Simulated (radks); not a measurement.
Ionisation of neutral ruthenium, [Kr] 4d7 5s1, to [Kr] 4d7 as the strength of local exchange is varied. Method: scalar-relativistic Kohn-Sham, Slater X-alpha exchange (alpha = 2/3 is LDA exchange), no correlation, spin-unpolarised, spherical densities, finite nucleus; Fermi nuclear charge, rms radius 4.4809 fm; computed with a radial shooting solver on a logarithmic mesh with Libxc functionals.

| alpha | E(Ru) (hartree) | exchange (hartree) | IE (eV) | -e of the level emptied (eV) | <r> of it (bohr) |
|---|---|---|---|---|---|
| 0.559 | -4501.97366 | -104.05789 | 6.132 | 3.138 (5s) | 3.536 |
| 0.57 | -4504.02536 | -106.15475 | 6.186 | 3.185 (5s) | 3.525 |
| 0.621 | -4513.55026 | -115.90129 | 6.438 | 3.409 (5s) | 3.475 |
| 0.667 | -4522.15888 | -124.72712 | 6.670 | 3.617 (5s) | 3.431 |
| 0.675 | -4523.65773 | -126.26542 | 6.711 | 3.654 (5s) | 3.423 |
| 0.869 | -4560.15856 | -163.87405 | 7.738 | 4.598 (5s) | 3.247 |
| 0.949 | -4575.29631 | -179.55282 | 8.181 | 5.016 (5s) | 3.179 |

NIST Atomic Spectra Database: 7.361 eV (measured). The Delta-SCF value meets it near alpha = 0.80. Spin polarisation and multiplet splitting are left out, so open shells lie too high by an amount that depends on their filling.

Beside tabulated values, note that spin-unpolarised runs miss the spin-polarisation part of the exchange energy of open shells.
